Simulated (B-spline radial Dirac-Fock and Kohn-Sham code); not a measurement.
How the binding energies of Ru³⁴⁺ add up

System: Ru³⁴⁺, configuration [He] 2s2 2p6; nuclear rms radius 4.4809 fm (A = 102).

The run's input, task.json:

```json
{"items": [{
  "Z": 44,
  "q": 34,
  "cfg": [[1, 0, 2], [2, 0, 2], [2, 1, 6]],
  "A": 102,
  "rrms": 4.4809,
  "do": ["binding"]
}]}
```

Run with: `python xray_run.py task.json out`

The computed values come from a radial atomic solver: relaxed Dirac-Fock hole states (ΔSCF) with Breit and QED corrections and a finite nucleus. Correlation energy is missing from these numbers. Energies are counted from the vacuum level.

All terms are in eV, carry their sign (relaxation lowers the binding energy) and add up to the binding energy; ⟨r⟩ is the mean radius of the orbital in the initial state.

```
subshell  −ε (Koopmans)  relaxation   Breit     QED  binding energy  ⟨r⟩ (bohr)
       K        24235.3      -20.38  -41.49  -21.22         24152.2       0.033
      L1         5130.4       -2.21   -3.98   -2.67          5121.6       0.142
      L2         4896.3       -3.38   -6.64    0.18          4886.5       0.121
      L3         4759.0       -3.05   -4.39   -0.10          4751.5       0.125
```

For the deepest level, K (1s), the Breit terms make up -0.172 % of the binding energy, QED -0.088 % and orbital relaxation -0.084 %.

Spin-orbit splittings: 2p 135.0 eV.

Going to the tabulated ground configuration of the next ion removes an electron from L3 (2p3/2), computed at 4751.5 eV. NIST lists 4758 ± 3 eV as the ionisation energy of this species (semi-empirical), +6.50 eV from the computed value.
